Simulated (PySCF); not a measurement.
Vertical excitations of a molecule C2H4F2OSi from TDA-PBE/def2-SVPD in PySCF, as energy in eV (oscillator strength): 3.02 (0.003), 4.53 (0.030), 5.19 (0.001), 5.26 (0.007), 5.72 (0.041), 6.18 (0.005), 6.22 (0.010), 6.91 (0.063), 6.91 (0.024), 6.95 (0.020). Lowest triplet (TDA): 2.28 eV. The structure is a stationary point at B3LYP-D3(BJ)/def2-SVP. One conformer was computed; it need not be the lowest.

Which structure fits?
(A) O[SiH2]/C(F)=C\F
(B) O=C[SiH2]C(F)F
(C) CC(=O)[SiH](F)F
(D) O=C[Si@@H](F)CF

D, O=C[Si@@H](F)CF
